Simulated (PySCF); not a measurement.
A side-by-side comparison of computed properties.

First species: adamantane, C10H16.
InChI=1S/C10H16/c1-7-2-9-4-8(1)5-10(3-7)6-9/h7-10H,1-6H2

Second species: C4H11ClSi2.
Bonds: C1–Si2, Si2–C3, C3–Cl4, Si2–C5, C5–Si6, Si6–C7, Si2–C7. Hydrogens: H8, H9, H10 on C1; H11, H12 on C3; H13, H14 on C5; H15, H16 on Si6; H17, H18 on C7.

Levels: wB97X-D/def2-SVPD for HOMO energy, LUMO energy, HOMO–LUMO gap and static isotropic polarisability; TDDFT wB97X-D/def2-SVPD for lowest singlet excitation. Geometries: PBE0-D3(BJ)/def2-SVP. Each structure is a single optimised conformer of the isolated species, non-relativistic unless stated. Electronic properties by PySCF.

Dipoles, sizes and rotational constants follow the conformer. The torsions of the flexible species, by atom-mapped SMILES:
- `[CH3:1][Si:2]1([CH2:3][Cl:4])[CH2:5][SiH2:6][CH2:7]1`: C1–Si2–C3–Cl4 179°

The conformers of `C1C2CC3CC1CC(C2)C3` aren't listed.

```
                       property  column X  column Y
                    HOMO energy  -9.67 eV  -9.29 eV
                    LUMO energy   2.12 eV   1.74 eV
                  HOMO–LUMO gap  11.79 eV  11.03 eV
      lowest singlet excitation   7.98 eV   6.71 eV
static isotropic polarisability  104.5 au  110.0 au
```

Q: Which column belongs to which species?

A: Column X is the first species and column Y the second. The first has 26 atoms and 76 electrons, the second 18 and 80.

Q: How does each property change from the first species to the second?

A: HOMO energy +0.38 eV; LUMO energy -0.38 eV; HOMO–LUMO gap -0.76 eV; lowest singlet excitation -1.27 eV; static isotropic polarisability +5.5 au.

On the first: The principal polarisabilities are 104.5, 104.5 and 104.5 au; their mean is the isotropic value. No computed singlet falls in the visible range (750 to 380 nm, 1.65 to 3.26 eV); S1 lies 4.72 eV above its blue end.

On the second: The polarisability is 16.30 Å³ as a volume (1 au = 0.148185 Å³), or 1.38 au for each of the 80 electrons. In wavenumbers S1 is 54100 cm⁻¹ (1 eV = 8065.54 cm⁻¹).
